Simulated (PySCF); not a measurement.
**Radial density of Cs⁴²⁺ (caesium, charge +42)**

TPSSh, [Ne] 3s2 3p1, 2P determinant. Computed with PySCF 2.14 in an uncontracted even-tempered set (18 s from 7.7 bohr⁻², ratio 2.5; 12 p from 10 bohr⁻², ratio 2.5; 4 d from 40 bohr⁻², ratio 2.7; 4 f from 60 bohr⁻², ratio 2.7), with scalar relativity by spin-free X2C-1e.

| r (bohr) | 4πr²ρ (e/bohr) | 4πr²(ρα − ρβ) |
| --- | --- | --- |
| 0.0206 | 70.24 | 0.3620 |
| 0.0347 | 57.98 | 1.1381 |
| 0.0584 | 73.20 | 1.8301 |
| 0.0982 | 74.18 | 0.3443 |
| 0.165 | 24.28 | 1.9197 |
| 0.278 | 14.52 | 4.4214 |
| 0.467 | 1.365 | 0.4400 |
| 0.786 | 0.003882 | 0.0008 |

Densities and radii are taken from the X2C orbitals without a picture-change correction, which distorts them close to the nucleus.

Spin-orbit coupling, absent here, splits the open shell strongly.
